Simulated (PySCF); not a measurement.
Delta-SCF ions had no search for a lower state. 

Species: H₃Al, SMILES `[AlH3]` (charge 0, multiplicity 1).

### Question
What is the computed vertical ionisation energy (Delta-SCF), HOMO and HOMO–LUMO gap (M06-2X/def2-TZVP in PySCF 2.14.0)?

### Answer

The vertical ionisation energy (Delta-SCF) is 11.28 eV and the HOMO comes out as -9.73 eV. The HOMO–LUMO gap is 8.54 eV.
